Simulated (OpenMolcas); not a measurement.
## Cu+: effect of the active space

| Item | Value |
| --- | --- |
| Program | OpenMolcas |
| Method | SS-CASPT2, IPEA 0.25 Eh, imaginary shift 0.1 Eh |
| Basis | ANO-RCC-VQZP |
| Scalar Hamiltonian | DKH2, point nucleus |
| Spin-orbit coupling | RASSI with atomic mean-field integrals over the reference wave functions, term energies averaged over their components |

A. 10 electrons in 6 orbitals (3d 4s); 2S+1 = 1 even, 5 roots; 2S+1 = 3 even, 5 roots kept (CI in the orbitals of an earlier block); closed shells correlated: 3s 3p; CASPT2 step about 3 core-seconds
B. 10 electrons in 11 orbitals (3d 4s 4d); 2S+1 = 1 even, 6 roots; 2S+1 = 3 even, 5 roots kept (CI in the orbitals of an earlier block); closed shells correlated: 3s 3p; CASPT2 step about 16 core-minutes

Energies in cm-1 above 3d9 4s 3D3.

```
     Level     A     B
3d9 4s 3D3   0.0   0.0
3d9 4s 3D2   856   895
3d9 4s 3D1  2050  2100
3d9 4s 1D2  3920  4080
```

B puts 3d10 1S0 lowest.

Between A and B the level of the table that moves most is 3d9 4s 1D2, by 160 cm-1 (lowest in A, highest in B). Moves below CASPT2's spread within the term are not significant.

Term energies are means over components that CASPT2 splits; among the terms shown or strongly mixed into the levels shown the widest spread is 26 cm-1 (3d9 4s 1D, A). Terms from blocks run as CI alone lack orbitals of their own. The lowest computed level is not the ground level that NIST lists (1S0) (holds for A). No level of 3d10 was computed, though it lies in the active space (holds for A). Active for correlation alone: 4d; no level in the range computed is led by a configuration that fills it, so any true level of that kind is missing (holds for B). Levels of configurations outside the active space are missing. Levels that lie high or do not pair safely by name in every column are left out.
